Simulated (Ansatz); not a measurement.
Reaction (ligand exchange at the Si–C bond): `[SiH3]C[O][ZnH]` + `N=C(O)CO` → `OC/C(O)=N\[SiH3]` + `C[O][ZnH]`

Computed with Ansatz on PBE0-D4/def2-TZVP structures; ΔE is electronic, products minus reactants. CCSD(T)/CBS adds triple-zeta CCSD(T) − MP2 to the extrapolated MP2 energy (def2 sets, frozen cores). DFT in def2-TZVPP. B3LYP here is the variant with VWN-RPA as its local correlation; programs differ in this. For Zn outer-core shells are correlated without core-valence functions, which leaves a few kJ/mol of doubt a bond. Scalar relativity is left out up to krypton. Each species was taken in one conformer, which may not be the lowest.

Is it downhill or uphill in electronic energy at CCSD(T)/CBS, and by how much? (Estimate.)

Computed: Downhill: ΔE = -14.6 kcal/mol.

What do these levels give: PBE-D4, r2SCAN-D4, PBE0-D4, ωB97M-V, B2PLYP, r2SCAN, PBE0, B3LYP, MP2/def2-TZVPP, CCSD(T)/def2-TZVPP, MP2/def2-QZVPP, SCS-MP2/def2-QZVPP? (Best estimate.)

The calculation gave: PBE-D4 -13.1, r2SCAN-D4 -14.8, PBE0-D4 -14.1, ωB97M-V -14.8, B2PLYP -15.8, r2SCAN -14.7, PBE0 -13.9, B3LYP -15.4, MP2/def2-TZVPP -16.3, CCSD(T)/def2-TZVPP -14.7, MP2/def2-QZVPP -16.3, SCS-MP2/def2-QZVPP -16.3 kcal/mol.

Largest T1 diagnostic among the species: 0.017.

From PBE to PBE0 (25 % exact exchange), in def2-TZVPP and without D4, ΔE moves by −1.0 kcal/mol. In def2-TZVPP, CCSD(T) changes the Hartree–Fock value by +3.7 kcal/mol (the triples alone add +0.4 kcal/mol) and MP2 by +2.0 kcal/mol.
